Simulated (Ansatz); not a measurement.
Compare A (`OCOC[SiH3]`) with its isomer B (`COC[SiH2]O`).

Computed with Ansatz on PBE0-D4/def2-TZVP structures; ΔE is electronic, products minus reactants. CCSD(T)/CBS adds triple-zeta CCSD(T) − MP2 to the extrapolated MP2 energy (def2 sets, frozen cores). DFT in def2-TZVPP. B3LYP here is the variant with VWN-RPA as its local correlation; programs differ in this. One conformer a species, not always the lowest.

Question: Which is lower in electronic energy at CCSD(T)/CBS, and by how much? (Best estimate.)

Answer: Computed: B, by 139.7 kJ/mol.

Question: Give E(B) − E(A) in kJ/mol with PBE-D4, B3LYP-D4, B2PLYP, B3LYP, ωB97M-V, PBE0-D4, CCSD(T)/def2-TZVPP. (Estimate.)

Answer: Computed: PBE-D4 -125.4, B3LYP-D4 -135.7, B2PLYP -137.9, B3LYP -133.7, ωB97M-V -136.2, PBE0-D4 -129.8, CCSD(T)/def2-TZVPP -135.4. None reverses the order clearly.

Largest T1 diagnostic: 0.012.

From PBE to PBE0 (25 % exact exchange), in def2-TZVPP and without D4, E(B) − E(A) moves by −4.6 kJ/mol.
